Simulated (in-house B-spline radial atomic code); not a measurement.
Configurations of Ru5+, with energies counted from [Kr] 4d3. Computed with an all-electron radial atomic-structure program (B-spline basis): scalar-relativistic (X2C) B97-1, spin-polarised, spherical fractional occupations, Fermi nucleus of rms radius 4.4809 fm. Shells without spins written out take the highest spin.

Caution: exact exchange at fractional occupations of open shells leaves self-interaction of up to several eV.

Occupations are held fixed; configurations that lie above the ionisation limit could autoionise.

| configuration | E - E(ref) (eV) | highest orbital | its <r> (bohr) |
| --- | --- | --- | --- |
| [Kr] 4d(1 up, 1 down) 5s(1 up, 0 down) | 20.777 | 5s up | 2.199 |
| [Kr] 4d2 4f1 | 40.846 | 4f up | 2.158 |
| [Kr] 4d2 5d1 | 41.477 | 5d up | 3.063 |
| [Ar] 3d10 4s2 4p5 4d3 5d1 | 86.642 | 5d up | 3.033 |
| [Ar] 3d(4 up, 5 down) 4s2 4p6 4d(0 up, 3 down) 5p(0 up, 1 down) | 321.39 | 5p down | 2.404 |
| [Ar] 3d9 4s2 4p6 4d3 5d1 | 334.6 | 5d up | 2.99 |
| [Ar] 3d(5 up, 4 down) 4s2 4p6 4d(2 up, 1 down) 4f(1 up, 0 down) | 337.75 | 4f up | 2.07 |

(1) Order these further configurations by energy, lowest first.
A. [Ar] 3d10 4s2 4p5 4d3 5f1
B. [Kr] 4d2 5p1
C. [Ar] 3d10 4s2 4p5 4d3 4f1
D. [Kr] 4d(2 up, 1 down)
E. [Kr] 4d(0 up, 2 down) 5f(0 up, 1 down)

(2) How far above the reference does [Ar] 3d9 4s2 4p6 4d3 5f1 lie?

(3) How far above the reference does [Ar] 3d10 4s2 4p5 4d4 lie?

Answers

(1) D (3.1553 eV), B (28.529 eV), E (53.566 eV), C (85.376 eV), A (98.737 eV).

(2) 346.94 eV; its least bound orbital is 5f up with <r> = 4.122 bohr.

(3) 42.842 eV; its least bound orbital is 4d up with <r> = 1.291 bohr.
